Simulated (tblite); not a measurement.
C₆H₁₂BN.
Cartesian coordinates in Å at the GFN2-xTB level; atoms count from 1:
```
atom  x, y, z in Å
C1     3.846   -0.372    0.401
C2     2.444   -0.243    0.047
C3     1.286   -0.135   -0.250
C4    -0.111   -0.003   -0.574
C5    -0.621    1.449   -0.754
C6    -1.905    1.207    0.059
B7    -1.256   -0.188    0.590
N8    -2.222   -1.468    0.221
H9     4.407    0.491    0.038
H10    3.960   -0.432    1.484
H11    4.267   -1.274   -0.047
H12   -0.305   -0.586   -1.484
H13    0.041    2.157   -0.258
H14   -0.759    1.771   -1.788
H15   -2.133    2.004    0.766
H16   -2.775    1.105   -0.597
H17   -0.928   -0.306    1.721
H18   -1.683   -2.324    0.304
H19   -2.544   -1.352   -0.735
H20   -3.015   -1.491    0.853
```

Computed values, GFN2-xTB/tblite, gas phase, harmonic and unscaled. The method is semi-empirical: single wavenumbers can be off by several per cent or more. Modes of hydrogen on boron can be 10 to 20 % off. One conformer, not necessarily the lowest. The optimisation stopped once no atom felt more than 0.01 eV/Å.

Lowest wavenumbers of the output (negative numbers stand for imaginary wavenumbers):
```
mode    cm-1
  1     -24.3
  2      52.6
  3      90.1
  4     131.6
  5     141.2
  6     220.1
  7     246.5
  8     270.5
  9     306.6
 10     401.0
```

Problem. Is this structure a minimum?

Solution. Not by this Hessian. 1 mode is imaginary beyond 20i (24i cm⁻¹), so at this level the point lies at or near a first-order saddle. The curvature is small, so loose convergence or finite differences may be the whole cause.

Problem. Which atoms move in the imaginary mode?

Solution. 24i: H9 (methyl hydrogen) 33 %, H11 (methyl hydrogen) 33 %, H10 (methyl hydrogen) 32 %. These are shares of the mass-weighted motion.

Problem. What is the remedy?

Solution. Step along that mode in both directions, optimise again with tighter thresholds and repeat the frequencies. The zero-point energy of this point (106.1 kcal/mol) counts the 53 real modes alone, and thermal corrections from it aren't those of a minimum.
